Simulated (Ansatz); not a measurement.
`C[Si@@H](O)O[Si@H](O)Cl`. Total charge 0; spin multiplicity 1. All single points use the PBE0-D4/def2-TZVP geometry. It is one conformer, not always the lowest.

```xyz
14

C     1.709    0.558   -1.368
Si    0.286    0.967   -0.270
O    -1.104    0.593   -1.084
O     0.353    0.041    1.092
Si   -0.671   -1.079    1.670
O    -1.073   -2.188    0.551
Cl   -2.367   -0.089    2.304
H     1.708    1.191   -2.259
H     2.655    0.703   -0.842
H     1.655   -0.486   -1.688
H     0.257    2.388    0.154
H    -1.908    1.028   -0.793
H    -0.076   -1.781    2.812
H    -1.423   -1.846   -0.277
```

What is the dipole moment at PBE/def2-TZVPP? (An estimate is asked.)

Ansatz gave: 2.04 D, with components (0.52, 1.09, -1.64) D in this frame, pointing from negative to positive charge.

And with r2SCAN, B3LYP, ωB97M-V? (Estimate.)

The calculation gave: r2SCAN 2.06 D, B3LYP 2.03 D, ωB97M-V 2.04 D.

Give the Mulliken charges with PBE, B3LYP, r2SCAN in def2-TZVPP. (An estimate is asked.)

The calculation gave: 
```tsv
atom	PBE	B3LYP	r2SCAN
C1	-0.36	-0.37	-0.29
Si2	0.52	0.64	0.64
O3	-0.39	-0.43	-0.45
O4	-0.32	-0.40	-0.42
Si5	0.56	0.68	0.70
O6	-0.34	-0.38	-0.40
Cl7	-0.24	-0.27	-0.27
H8	0.10	0.10	0.08
H9	0.11	0.10	0.08
H10	0.10	0.10	0.08
H11	-0.09	-0.10	-0.10
H12	0.20	0.20	0.22
H13	-0.06	-0.07	-0.07
H14	0.19	0.19	0.21
```

B3LYP here is the variant with VWN-RPA as its local correlation; programs differ in this.
